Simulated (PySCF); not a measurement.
# Excitation energy of Mo⁺ by level of theory

Mo⁺ [Kr] 4d5 (6S) → Mo⁺ [Kr] 4d4 5p1 (high-spin determinant), as a difference of total energies. All numbers are calculated (PySCF 2.14, scalar relativity by spin-free X2C-1e, in ANO-RCC-VTZP (7s6p4d2f1g, 68 functions)). Correlated levels: valence: [Kr] frozen; valence and next inner shell: [Ar] 3d10 frozen. The calculations carry no spin-orbit coupling.

```
                                method  excitation energy (cm⁻¹)
                                   UHF                     44590
                                   LDA                     47602
                                   PBE                     47101
                                  PBE0                     47683
                                r2SCAN                     47630
                               LC-wPBE                     48727
                               r2SCANh                     47793
                                B2PLYP                     46871
                         MP2 (valence)                     47616
                     SCS-MP2 (valence)                     45599
    MP2 (valence and next inner shell)                     49102
SCS-MP2 (valence and next inner shell)                     47330
```

A first-order spin-orbit estimate (lowest level to lowest level, LS coupling) adds -0.191 eV.

The basis was made for the ground configuration and has no added diffuse functions, so the excitation energy can come out too high.

The determinant of the upper state mixes LS terms, which raises its energy above the lowest term, most at the Hartree-Fock and MP2 levels.
